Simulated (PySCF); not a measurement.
**EPR parameters of [Be3]-**

Be3 (charge -1 and doublet state).
Atom-mapped SMILES: `[Be:1]1[Be:2][Be-:3]1`

Structure used (PBE0-D3(BJ)/def2-SVP), in Å, numbered top down from 1:
```
atom  x, y, z in Å
Be1   -0.553    1.136   -0.014
Be2   -0.713   -1.064   -0.032
Be3    1.272   -0.107    0.027
```

Theory: UKS B3LYP, def2-TZVP with uncontracted s and p shells and three added tight s functions on Be, non-relativistic, mean-field spin-orbit, GIAO (PySCF 2.14.0). Whether the extra electron is bound in the gas phase wasn't checked; a finite basis holds it in any case.

```json
{
  "g1, g2, g3": "2.00229, 2.00242, 2.00242",
  "g_iso": "2.00237",
  "Form of g": "axial",
  "⟨S²⟩": "0.7534 (exact 0.7500)",
  "α and β electrons": "7, 6",
  "Basis functions": "93"
}
```

Hyperfine couplings atom by atom, in 10⁻⁴ cm⁻¹; T1 to T3 are the principal values of the dipolar part; ρ(0) is the spin density at the nucleus (1 × 10⁻⁴ cm⁻¹ = 2.998 MHz):

```csv
atom,isotope,a_iso,T1,T2,T3,Mulliken spin population,ρ(0) (bohr⁻³)
Be1,9Be,-0.4,-1.6,0.7,0.9,0.33,0.0017
Be2,9Be,-0.4,-1.6,0.7,0.9,0.33,0.0018
Be3,9Be,-0.4,-1.6,0.7,0.9,0.33,0.0017
```

Largest spin populations (Mulliken): Be2 (+0.33), Be3 (+0.33) and Be1 (+0.33). Three atoms exceed +0.15.

The SMILES `[Be]1[Be][Be-]1` draws the unpaired electron on Be3, whose computed spin population is only +0.33.

Axes: g1 is normal to the molecular plane.

Under fast tumbling the dipolar parts average out, and these isotropic splittings remain: 3 × 9Be (Be1/Be2/Be3, I = 3/2, 10 lines) with 0.04 mT.

Time: 3.8 s wall (grids of density and orbitals included); peak memory 0.30 GiB. Hardware: an Intel Xeon Platinum 8375C at 2.90 GHz with one thread, no GPU, shared host.
